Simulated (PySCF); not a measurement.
A structure optimised at PBE-D3(BJ)/def2-SVP, used in a PySCF frequency run:

```
Si
Cl 1 2.0544
Cl 1 2.0544 2 109.23
Cl 1 2.0544 2 109.23 3 119.40
Br 1 2.2116 2 109.72 3 -120.30
```
Charge 0, spin multiplicity 1.

Task: Write its SMILES, formula and point group.

Result: Cl[Si](Cl)(Cl)Br, BrCl₃Si, C3v

Task: What are its rotational constants (standard atomic weights)?

Result: 1.2705, 0.85468, 0.85468 GHz
